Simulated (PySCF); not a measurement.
Mapped SMILES: `[CH3:1][CH2:2]/[CH:3]=[C:4](/[C:5](=[O:6])[F:7])[C:8]([F:9])([F:10])[F:11]`. Hydrogens are named by the atom that carries them.

No solvent model, fast rotation and ring inversion assumed for equivalent nuclei, one computed conformer, non-relativistic Hamiltonian. σ from GIAO-PBE0/pcSseg-1; coordinates at the GFN2-xTB level; PySCF 2.14.0 with density-fitted response routines.

Referencing at the same level of theory: TMS for ¹³C (σref 186.93).

**Question.** Do the ¹³C shifts follow the atomic charges (in e)? Tabulate both.

**Answer.** 
| atoms | hybridisation | δ (ppm) | σ para (ppm) | Hirshfeld | IAO | Mulliken | ESP-fitted |
| --- | --- | --- | --- | --- | --- | --- | --- |
| C3 | sp2 | 177.3 | -248 | +0.03 | -0.03 | -0.00 | +0.03 |
| C5 | sp2 | 163.3 | -224 | +0.22 | +0.61 | +0.72 | +0.76 |
| C8 | sp3 | 131.8 | -183 | +0.25 | +0.80 | +0.94 | +0.74 |
| C4 | sp2 | 126.0 | -206 | -0.06 | -0.16 | -0.59 | -0.47 |
| C2 | sp3 | 27.0 | -89 | -0.07 | -0.27 | -0.22 | +0.12 |
| C1 | sp3 | 15.3 | -74 | -0.11 | -0.42 | -0.27 | -0.49 |

Correlation coefficients of δ with charge over these carbons: Hirshfeld +0.64, IAO +0.63, Mulliken +0.45, ESP-fitted +0.47; with the paramagnetic shielding -0.99. With so few points, grouped by hybridisation, these coefficients are fragile. Charge is one influence among several: hybridisation and low-lying excitations act through the paramagnetic term.

Shifts are as computed. Against solution values, carbons near 30 ppm lie about +3 ppm off and those near 130 ppm about +5 ppm. Of 1211 compounds with measured shifts, 218 miss one by over three times the rms of a fit or turn the order of signals round; such compounds aren't used in these exercises.
